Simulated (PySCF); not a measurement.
## Correlation energy of Cr⁺ (chromium, charge +1)

[Ar] 3d5, high-spin 6S determinant. Computed with PySCF 2.14 in x2c-TZVPPall, with scalar relativity by spin-free X2C-1e. Frozen: [Ar]; 5 electrons correlated.

```json
{"level": "CCSD", "correlation energy (mhartree)": "-79.80"}
{"level": "(T)", "correlation energy (mhartree)": "-1.46"}
{"level": "CCSD(T)", "correlation energy (mhartree)": "-81.26"}
```

Diagnostics: T1 = 0.010, D1 = 0.0144, largest double amplitude 0.022.

Cost of the coupled-cluster step: about 3 core-seconds, for 5 correlated electrons.

Iterations:

```
CC2 = 0
CCSD nocc = (np.int64(5), np.int64(0)), nmo = (55, 55)
frozen orbitals [[0, 1, 2, 3, 4, 5, 6, 7, 8], [0, 1, 2, 3, 4, 5, 6, 7, 8]]
max_cycle = 100
direct = 0
conv_tol = 1e-08
conv_tol_normt = 1e-06
diis_space = 8
diis_start_cycle = 0
Init t2, MP2 energy = -0.0741472497041447
Init E_corr(UCCSD) = -0.0741472497735996
cycle = 1  E_corr(UCCSD) = -0.0788182955936023  dE = -0.00467104582  norm(t1,t2) = 0.0256912
cycle = 2  E_corr(UCCSD) = -0.0795698819220154  dE = -0.000751586328  norm(t1,t2) = 0.00672457
cycle = 3  E_corr(UCCSD) = -0.0797939358075302  dE = -0.000224053886  norm(t1,t2) = 0.00303567
cycle = 4  E_corr(UCCSD) = -0.0798071334796929  dE = -1.31976722e-05  norm(t1,t2) = 0.000374505
cycle = 5  E_corr(UCCSD) = -0.0798012672739916  dE = 5.8662057e-06  norm(t1,t2) = 0.000132122
cycle = 6  E_corr(UCCSD) = -0.0798020948620401  dE = -8.27588048e-07  norm(t1,t2) = 1.11522e-05
cycle = 7  E_corr(UCCSD) = -0.0798022089089757  dE = -1.14046936e-07  norm(t1,t2) = 2.07869e-06
cycle = 8  E_corr(UCCSD) = -0.0798021890021906  dE = 1.99067851e-08  norm(t1,t2) = 5.01262e-07
cycle = 9  E_corr(UCCSD) = -0.0798021878556882  dE = 1.14650239e-09  norm(t1,t2) = 7.2497e-08
UCCSD converged
E(UCCSD) = -1049.502220798661  E_corr = -0.07980218785568818
UCCSD(T) correction = -0.00146195352350552
```
